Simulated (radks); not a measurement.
Kinetic energies: the exact non-interacting value of the Kohn-Sham orbitals and orbital-free approximations, as 100 (|E| - |E exact|)/|E exact|, negative where the magnitude is too small. Species: Pd [Kr] 4d10; Lu3+ [Xe] 4f14; Co4+ [Ar] 3d5; Hg+ [Xe] 4f14 5d10 6s1; As3+ [Ar] 3d10 4s2. Method: non-relativistic Kohn-Sham, r2SCAN, spin-polarised, spherical densities, point nucleus; meta-GGA in the generalised Kohn-Sham scheme; computed with a radial shooting solver on a logarithmic mesh with Libxc functionals. Every spin shell is full or empty, so the densities are truly spherical. Functionals are evaluated on that one density, not self-consistently.

functional,Pd,Lu3+,Co4+,Hg+,As3+
exact (hartree),4938.13,13850.9,1377.74,18408.7,2232.43
Thomas-Fermi,-5.41,-4.85,-6.46,-4.61,-6.08
von Weizsacker,-57.27,-63.08,-48.34,-64.58,-52.13
TF + vW,+37.31,+32.07,+45.20,+30.80,+41.78
TF + vW/9,-0.67,-0.75,-0.72,-0.68,-0.76
TF + vW/5,+3.13,+2.53,+3.87,+2.47,+3.49
LC94,+0.08,-0.04,+0.03,+0.02,0.00
APBEK,+0.14,0.00,+0.12,+0.05,+0.08
revAPBEK,+0.33,+0.14,+0.39,+0.19,+0.31
Perdew 92,-0.66,-0.74,-0.71,-0.67,-0.75
Thakkar,-0.53,-0.79,-0.37,-0.78,-0.49
Pearson,-0.93,-0.92,-1.26,-0.83,-1.15
LKT,+19.84,+16.64,+24.91,+15.92,+22.62
PG1,+15.61,+12.98,+19.86,+12.41,+17.90
DePristo-Kress,-0.07,-0.24,-0.05,-0.19,-0.10
Ernzerhof,-0.37,-0.53,-0.27,-0.47,-0.40
